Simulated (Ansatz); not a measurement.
Two isomers of CH8O2Si2: A = `O[SiH2]OC[SiH3]`, B = `OC(O)[SiH2][SiH3]`.

Program: Ansatz. Geometries: PBE0-D4/def2-TZVP. ΔE: electronic, gas phase. CCSD(T)/CBS is the MP2 limit (def2-TZVPP, def2-QZVPP) plus CCSD(T) − MP2 in def2-TZVPP, frozen cores. Functionals use def2-TZVPP. B3LYP here is the variant with VWN-RPA as its local correlation; programs differ in this. Each species was taken in one conformer, which may not be the lowest.

(1) Which isomer does CCSD(T)/CBS put lower? Give the gap. (Estimate.)

(2) Give E(B) − E(A) in kJ/mol with B3LYP, PBE0-D4, ωB97M-V, HF/def2-TZVPP, PBE-D4, r2SCAN-D4, B3LYP-D4. (Best estimate.)

Largest T1 diagnostic: 0.013.

Answers

(1) The calculation gave: A, by 246.5 kJ/mol.

(2) Computed: B3LYP 242.5, PBE0-D4 219.5, ωB97M-V 244.5, HF/def2-TZVPP 272.3, PBE-D4 206.6, r2SCAN-D4 234.8, B3LYP-D4 241.9. None reverses the order clearly.

In def2-TZVPP, CCSD(T) changes the Hartree–Fock value by −29.6 kJ/mol (the triples alone add −5.0 kJ/mol) and MP2 by −14.3 kJ/mol. From PBE to PBE0 (25 % exact exchange), in def2-TZVPP and without D4, E(B) − E(A) moves by +13.0 kJ/mol.
